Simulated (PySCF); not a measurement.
## Electron correlation in Ca (calcium, neutral)

[Ar] 4s1 5s1, high-spin 3S determinant (an excited configuration). Calculation: PySCF 2.14, in x2c-TZVPPall with one added diffuse shell each of s, p, d type (7s6p4d, 45 functions); scalar relativity by spin-free X2C-1e. Frozen: [Ne]; 10 electrons correlated.

```
  level  correlation energy (mhartree)
   CCSD                        -196.49
    (T)                          -3.14
CCSD(T)                        -199.63
```

Diagnostics: T1 = 0.013, D1 = 0.0585, largest double amplitude 0.062.

The outer electron is Rydberg-like, and this basis confines it to a smaller radius and binds it less than a complete one would.

Cost of the coupled-cluster step: of the order of 2.4 core-seconds, for 10 correlated electrons.

Iterations:

```
CC2 = 0
CCSD nocc = (np.int64(6), np.int64(4)), nmo = (40, 40)
frozen orbitals [[0, 1, 2, 3, 4], [0, 1, 2, 3, 4]]
max_cycle = 100
direct = 0
conv_tol = 1e-08
conv_tol_normt = 1e-06
diis_space = 8
diis_start_cycle = 0
Init t2, MP2 energy = -0.178311551762544
Init E_corr(UCCSD) = -0.178311551763146
cycle = 1  E_corr(UCCSD) = -0.192896908583593  dE = -0.0145853568  norm(t1,t2) = 0.0474103
cycle = 2  E_corr(UCCSD) = -0.195275958028033  dE = -0.00237904944  norm(t1,t2) = 0.0228895
cycle = 3  E_corr(UCCSD) = -0.196745049871501  dE = -0.00146909184  norm(t1,t2) = 0.0129208
cycle = 4  E_corr(UCCSD) = -0.196478976600902  dE = 0.000266073271  norm(t1,t2) = 0.00185765
cycle = 5  E_corr(UCCSD) = -0.196487884515938  dE = -8.90791504e-06  norm(t1,t2) = 0.000377802
cycle = 6  E_corr(UCCSD) = -0.196492992597007  dE = -5.10808107e-06  norm(t1,t2) = 0.000155142
cycle = 7  E_corr(UCCSD) = -0.196491353844217  dE = 1.63875279e-06  norm(t1,t2) = 6.36508e-05
cycle = 8  E_corr(UCCSD) = -0.196491894056827  dE = -5.40212611e-07  norm(t1,t2) = 1.21058e-05
cycle = 9  E_corr(UCCSD) = -0.196491829521797  dE = 6.45350302e-08  norm(t1,t2) = 3.04216e-06
cycle = 10  E_corr(UCCSD) = -0.196491823513264  dE = 6.00853323e-09  norm(t1,t2) = 5.06091e-06
cycle = 11  E_corr(UCCSD) = -0.196491801422452  dE = 2.20908121e-08  norm(t1,t2) = 2.82713e-06
cycle = 12  E_corr(UCCSD) = -0.196491795943545  dE = 5.47890661e-09  norm(t1,t2) = 5.46933e-07
UCCSD converged
E(UCCSD) = -679.7026062247031  E_corr = -0.1964917959435453
UCCSD(T) correction = -0.00313568995446501
```

This basis was not built for core-valence correlation, so the inner-shell part is incomplete.
